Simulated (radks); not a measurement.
Problem. Ne+, configuration [He] 2s2 2p5 (the NIST ground configuration). Method: scalar-relativistic Kohn-Sham, PBE, spin-unpolarised, spherical densities, finite nucleus; Fermi nuclear charge, rms radius 3.0055 fm; computed with a radial shooting solver on a logarithmic mesh with Libxc functionals. Some entries of the table are withheld. Estimate them.

| orbital | occ. | eigenvalue (eV) | <r> (bohr) |
|---|---|---|---|
| 1s | 2 | (1) | 0.1579 |
| 2s | 2 | -55.6502 | (2) |
| 2p | 5 | (3) | (4) |

Solution. 
(1) 1s eigenvalue (eV): -853.4081
(2) 2s <r> (bohr): 0.8639
(3) 2p eigenvalue (eV): -32.2754
(4) 2p <r> (bohr): 0.8834
